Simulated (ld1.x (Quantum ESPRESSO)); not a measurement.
Cs RRKJ: all-electron and pseudo phase curves

- Element: caesium (Cs)
- Generator: ld1.x (Quantum ESPRESSO) 7.5
- Type: norm-conserving RRKJ (Kleinman–Bylander form)
- Functional: BLYP
- Relativity: scalar-relativistic
- Frozen core: [Kr] 4d10
- Valence charge: 9
- Reference configuration: 5s2 5p6 5d0 6s1 6p0
- Partial waves: 5p (bound): rc 2.75 bohr; 5d (bound, empty): rc 4.20 bohr; 5s (bound): rc 2.60 bohr
- Local potential: the s channel
- Core correction: Bessel-smoothed model core, default radius (core density twice the valence density)
- rho0: 0.001

Occupied shells without a wave of their own: 6s. They enter only through the test configuration that unscreens the potential, and ld1.x also counts them in the model core charge.

The phase is arctan(r·u′/u) with u = r·R(r), unwrapped; energies in Ry, scanned from -4 to 5 Ry. A pole is an energy at which the radial function vanishes at the test radius. The pseudo phase is shifted by a multiple of π to meet the all-electron one at the reference energy, and phase errors are pseudo minus all-electron; the curves can meet again beyond the range given. Levels narrower than the energy grid can be missing from the lists of poles. n/a: not evaluated, since a narrow level or a reset projector energy made the automatic matching unsafe.

For each channel, where are the poles, and over which energies does the pseudopotential scatter like the atom?

```csv
channel,radius (bohr),reference energy (Ry),"poles, all-electron","poles, pseudo",unbroken range about the reference energy with phases within 0.05 rad,phase error 1 Ry above the reference energy (rad)
s,4.53,-1.95,"0.71, 3.85","-2.42, 0.06, 2.30",n/a,n/a
p,4.53,-0.97,"-0.94, 1.30, 4.60","-1.38, 0.92, 4.08",not even at the reference energy,-1.410
d,4.53,-0.02,"0.33, 2.46","-0.03, 2.23",not even at the reference energy,-1.469
```

A Bessel basis up to 400 Ry misses an occupied level by 0.31 Ry, so cutoffs and ghosts were not judged. The potential misses its own reference levels by up to 6.7 eV, so it is not fit for use. ld1.x takes every shell without a wave as core, so the model core holds the 6s electrons as well and exchange and correlation see them twice. This cancels in the reference configuration, but the file is broken for other ones, and its errors say nothing about a proper core correction.

Phases in the p channel:

```csv
E (Ry),all-electron,pseudo
-4.00,1.457,1.453
-3.52,1.449,1.444
-3.04,1.438,1.433
-2.56,1.425,1.417
-2.08,1.406,1.392
-1.60,1.374,1.330
-1.12,1.256,-1.789
-0.64,-1.815,-1.927
-0.16,-2.034,-2.627
0.32,-3.616,-4.438
0.80,-4.550,-4.683
1.28,-4.709,-4.791
1.76,-4.804,-4.925
2.24,-4.945,-5.612
2.72,-5.841,-7.539
3.20,-7.570,-7.745
3.68,-7.749,-7.816
4.16,-7.815,-7.861
4.64,-7.857,-7.902
```
